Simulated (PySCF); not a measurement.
Choosing a basis for TDDFT

Species: C2H8FNSi.
SMILES: `CN(C)[SiH2]F`

TDDFT with PBE0 (PySCF), vertical singlets, core orbitals frozen in the response, spherical d and f functions. The structure is a single PBE0-D3(BJ)/def2-SVP conformer in the gas phase; no vibrational or solvent corrections.

Question: How do the low singlets change with the basis? Take 6-31G*, 6-31+G*, def2-SVP, def2-SVPD, aug-cc-pVDZ, def2-TZVP and def2-TZVPD.

Answer: 

| basis | functions | diffuse | S1 (eV) | S2 (eV) | S3 (eV) | S4 (eV) | S5 (eV) | LUMO (eV) | α (au) |
| --- | --- | --- | --- | --- | --- | --- | --- | --- | --- |
| 6-31G* | 90 | no | 6.89 | 7.22 | 8.18 | 8.54 | 8.89 | 1.51 | 49.0 |
| 6-31+G* | 110 | yes | 5.92 | 6.25 | 6.72 | 6.75 | 6.90 | 0.24 | 55.1 |
| def2-SVP | 114 | no | 6.71 | 7.45 | 7.82 | 7.83 | 8.43 | 1.31 | 51.1 |
| def2-SVPD | 171 | yes | 6.13 | 6.71 | 6.96 | 7.16 | 7.45 | 0.47 | 60.3 |
| aug-cc-pVDZ | 191 | yes | 5.63 | 6.07 | 6.35 | 6.48 | 6.56 | -0.15 | 61.8 |
| def2-TZVP | 209 | no | 6.31 | 6.80 | 7.32 | 7.45 | 7.80 | 0.74 | 57.8 |
| def2-TZVPD | 266 | yes | 5.86 | 6.40 | 6.66 | 6.76 | 7.07 | 0.14 | 61.4 |

States are compared by their number. Against the largest diffuse basis here (def2-TZVPD, itself not a converged limit), sets without diffuse functions differ by up to 1.02 eV in S1 and 1.82 eV in S5; the smaller diffuse sets differ by up to 0.27 and 0.51 eV. State by state, the largest deviation of a set without diffuse functions is S1 1.02, S2 1.05, S3 1.52, S4 1.78, S5 1.82 eV. The same number needn't mean the same state in each row. Against def2-TZVPD the polarisability deviates by -20% in 6-31G*, -10% in 6-31+G*, -17% in def2-SVP, -2% in def2-SVPD, +1% in aug-cc-pVDZ, -6% in def2-TZVP. A single + in a Pople set puts diffuse functions on heavy atoms only.

Without π bonds the low states are Rydberg-like; a valence basis with one diffuse set may place them up to an eV too high.
